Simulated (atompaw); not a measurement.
# promethium (Pm): PAW (atompaw) pseudisation with LDA (PW92), scalar-relativistic reference atom.

| Quantity | Value |
| --- | --- |
| Element | promethium |
| Generator | atompaw 4.2.0.5 |
| Type | PAW |
| Functional | LDA (PW92) |
| Relativity | scalar-relativistic |
| Frozen core | [Kr] 4d10 |
| Valence charge | 15 |
| Reference configuration | 4f5 5s2 5p6 5d0 6s2 6p0 |
| Partial waves | 5s (bound): rc 1.85 bohr; 6s (bound): rc 2.65 bohr; 5p (bound): rc 1.95 bohr; 6p (bound, empty): rc 2.75 bohr; 5d (bound, empty): rc 2.75 bohr; 5d channel at 3.1 Ry: rc 2.75 bohr; 4f (bound): rc 1.20 bohr; 4f channel at 4.45 Ry: rc 1.20 bohr |
| Local potential | bessel scheme, radius 2.75 bohr |
| Core correction | smooth core density matched at 2.40 bohr |
| Augmentation charge | sinc compensation charge, radius 2.05 bohr; PAW radius 2.75 bohr; waves and projectors: custom rrkj vanderbiltortho |

All-electron outer shells of the reference configuration (LDA (PW92), scalar-relativistic, ld1.x):

```json
{"shell": "4p", "level (eV)": "-236.17", "outermost node (bohr)": "0.31", "outermost maximum (bohr)": "0.58"}
{"shell": "4d", "level (eV)": "-122.64", "outermost node (bohr)": "0.29", "outermost maximum (bohr)": "0.60"}
{"shell": "5s", "level (eV)": "-41.99", "outermost node (bohr)": "0.70", "outermost maximum (bohr)": "1.29"}
{"shell": "5p", "level (eV)": "-22.76", "outermost node (bohr)": "0.75", "outermost maximum (bohr)": "1.46"}
{"shell": "6s", "level (eV)": "-3.68", "outermost node (bohr)": "1.73", "outermost maximum (bohr)": "3.68"}
{"shell": "4f", "level (eV)": "-2.35", "outermost node (bohr)": "–", "outermost maximum (bohr)": "0.64"}
{"shell": "5d", "level (eV)": "-1.95", "outermost node (bohr)": "0.86", "outermost maximum (bohr)": "2.23"}
{"shell": "6p", "level (eV)": "-1.27", "outermost node (bohr)": "2.09", "outermost maximum (bohr)": "5.02"}
```

What the tests gave:

```json
{"Cutoffs needed": "100 Ry and 180 Ry (the cutoffs (Ry, on a coarse ladder) from which the occupation-weighted sum of valence levels, in a spherical-Bessel basis at the reference potential, stays within 10 and 1 mRy of its value at 400 Ry)", "Ghost test": "no extra level below or beside the all-electron valence levels (s, p, d, f tested) (spherical-Bessel basis up to 400 Ry, 20 bohr box)", "Lowest eigenvalue of the overlap operator": "0.06 (p channel)", "Overlap eigenvalues printed by atompaw (projector basis)": "0.0498, 0.0809, 0.19, 2.52, 4.73, 6.94, 13.9, 37.8", "Share of each valence orbital outside the PAW sphere": "5s 1 %, 6s 87 %, 5p 6 %, 6p 96 %, 5d 55 %, 4f 3 %"}
```

Generation and tests took about 16 s on one core of a shared server CPU.
